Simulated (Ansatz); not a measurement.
One geometry of Ga(PH3)H3 (GaPH₆), several levels of theory.

```yaml
crystal:
  periodic: [false, false, false]
  atoms:
    - {symbol: Ga, position_ang: [-0.005123, 0.010980, -1.450052]}
    - {symbol: P, position_ang: [0.001957, -0.003456, 1.072656]}
    - {symbol: H, position_ang: [0.693455, 1.008728, 1.769680]}
    - {symbol: H, position_ang: [0.546273, -1.117894, 1.743474]}
    - {symbol: H, position_ang: [-1.222254, 0.072172, 1.768408]}
    - {symbol: H, position_ang: [1.560545, -0.016768, -1.634468]}
    - {symbol: H, position_ang: [-0.765231, 1.379072, -1.637245]}
    - {symbol: H, position_ang: [-0.809632, -1.332834, -1.632453]}
basis:
  gaussian: {orbitals: def2-TZVP, initial_orbitals: start.molden}
hamiltonian: {xc: {name: B97M-V}}
scf: {omitted_lower_state_checks: [starts]}
output: {orbitals: {seedname: orbitals}}
```

The file start.molden holds the orbitals of an earlier run on this structure, at another level or in another basis.

```sh
$ ansatz run in.yaml --threads 4 --pin off --events-out ev --progress --plain --max-ram 3916MiB
```

Shortened log:

```
Functional definition: B97M-V
902 factors; their error is unknown
mean field evaluation 1: about -61751.7021 eV, gradient 1.4e1 eV
mean field evaluation 2: about -61751.8481 eV, gradient 1.4e-1 eV
mean field evaluation 4: about -61751.8366 eV, gradient 1.4e-4 eV
mean field -61751.83660022 eV, -2269.3381381597 hartree, gradient 1.2e-5 eV, S^2 0.000000; 0 other end points of the search recorded, 0 dependent functions left out
reference -61751.83666475 eV, -2269.3381405315 hartree; 26, 26 occupied and 95, 95 virtual orbitals, 902 factors
Total energy: -61751.83666475 eV, -2269.3381405315 hartree
Checks for a lower state left out: starts
```

It took 3.1 s on 4 threads of Arm Neoverse V2 on a shared host.

As the first input, with `hamiltonian: {xc: {name: B2PLYP}}` and without the key `output` (abridged; 1.3 s):

```
Functional definition: B2PLYP
mean field -61746.65972392 eV, -2269.1478914650 hartree, gradient 1.7e-6 eV, S^2 0.000000
14 core orbitals not correlated: weight in the atoms' cores, before any rotation towards them, 1.000 or more for the frozen orbitals, at most 0.000 for the correlated occupied ones
second order -13.65504553 eV of doubles, -0.00000000 eV of singles
Total energy: -61750.34676762 eV, -2269.2833878216 hartree
Checks for a lower state left out: starts
```

The first input with `hamiltonian: {xc: pbe0, dispersion: d4}`, `output: {forces: true, orbitals: {seedname: orbitals}}` and without the key `scf` (abridged; 1 s):

```
Functional definition: PBE0
mean field -61753.50371783 eV, -2269.3994036020 hartree, gradient 3.4e-5 eV, S^2 0.000000; 1 other end points of the search recorded, 0 dependent functions left out
Total energy: -61753.62676386 eV, -2269.4039254602 hartree
Atom 0 force     0.001952    -0.005185     0.000723 eV/Å
Atom 1 force    -0.000066     0.001099    -0.002066 eV/Å
Atom 2 force    -0.003262     0.001835    -0.000201 eV/Å
Atom 3 force     0.002156     0.001333    -0.000545 eV/Å
Atom 4 force     0.000006    -0.000909    -0.000323 eV/Å
Atom 5 force    -0.003724    -0.000973    -0.000779 eV/Å
Atom 6 force     0.003248    -0.001745     0.004989 eV/Å
Atom 7 force    -0.000312     0.004545    -0.001798 eV/Å
Dipole moment:     0.001999    -0.003886     0.820825 e Å
```

First input, but with `hamiltonian: {xc: pbe}`, `correlation: {method: rpa}` and without the key `output` (abridged; 1.1 s):

```
Functional definition: PBE
mean field -61751.37936572 eV, -2269.3213351021 hartree, gradient 9.4e-6 eV, S^2 0.000000
14 core orbitals not correlated: weight in the atoms' cores, before any rotation towards them, 1.000 or more for the frozen orbitals, at most 0.000 for the correlated occupied ones
Total energy: -61719.01194607 eV, -2268.1318543693 hartree
Checks for a lower state left out: starts
```

As the first input, with `hamiltonian: {xc: {name: CAM-B3LYP}, dispersion: d4}` (abridged; 0.85 s):

```
Functional definition: CAM-B3LYP
mean field -61767.47662998 eV, -2269.9128986522 hartree, gradient 4.1e-5 eV, S^2 0.000000
Total energy: -61767.60295068 eV, -2269.9175408524 hartree
Checks for a lower state left out: starts
```

First input, but with `hamiltonian: {xc: pbe, dispersion: d4}` (abridged; 0.6 s):

```
Functional definition: PBE
mean field -61751.37938052 eV, -2269.3213356459 hartree, gradient 2.5e-5 eV, S^2 0.000000
Total energy: -61751.52473789 eV, -2269.3266774306 hartree
Checks for a lower state left out: starts
```

First input, but with `hamiltonian: {xc: hf}` (abridged; 0.4 s):

```
Functional definition: HF
mean field -61700.68807268 eV, -2267.4584644424 hartree, gradient 8.2e-6 eV, S^2 0.000000
Total energy: -61700.68807268 eV, -2267.4584644424 hartree
Checks for a lower state left out: starts
```

Geometry: PBE0-D4/def2-TZVP.

Correlated methods freeze 14 core orbitals; core or outer-core shells of Ga are correlated, in sets that lack core-valence functions.
